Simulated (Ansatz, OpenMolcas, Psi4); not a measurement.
**How methods differ on SiH2Br2 (dibromosilane)**

SiH2Br2: 5 atoms, total charge 0, spin state singlet. As SMILES, `Br[SiH2]Br`. Geometry: relaxed at PBE0-D4/def2-TZVP.

Quantity: the HOMO–LUMO gap, in eV. The values are calculated.

| level | kind | program | value (eV) | CPU time |
| --- | --- | --- | --- | --- |
| HF/def2-SVP | Hartree–Fock | OpenMolcas | 14.87 | 10 s |
| BLYP/def2-SVP | GGA | OpenMolcas | 5.94 | 23 s |
| PBE/def2-SVP | GGA | OpenMolcas | 5.96 | 21 s |
| TPSS/def2-SVP | meta-GGA | OpenMolcas | 6.32 | 27 s |
| B97-2/def2-SVP | global hybrid | OpenMolcas | 7.90 | 36 s |
| CAM-B3LYP/def2-SVP | range-separated hybrid | Psi4 | 10.62 | 56 s |
| wB97X-V/def2-SVP | range-separated hybrid | Psi4 | 12.74 | 95 s |
| PBE-QIDH/def2-SVP | double hybrid | Ansatz | 12.15 | 9.9 s |

All-electron rows without a relativistic Hamiltonian named are non-relativistic. The values span 5.94 to 14.87 eV. Orbital gaps aren't excitation energies, and those of double hybrids come from the SCF part alone; they tend to grow with the share of exact exchange. Times are those of the runs behind each value, whatever else they computed, on shared processors of several kinds: orders of magnitude only.
